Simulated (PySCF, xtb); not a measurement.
ClH₂Si, SMILES Cl[SiH2] (connectivity only; charge and spin as stated), charge +1, multiplicity 1.

Harmonic wavenumbers (cm⁻¹) from GFN2-xTB in xtb at its own minimum, in rising order: 439, 669, 670, 749, 2303, 2350.

Question: What does PBE-D3(BJ)/def2-TZVP run with PySCF give at its own minimum? (Estimate from the structure and the level; the computed values follow.)

Answer: 597, 653, 661, 900, 2210, 2278. Paired by order, the mean absolute difference is 83 cm⁻¹ and the zero-point energies are 10.3 and 10.4 kcal/mol.
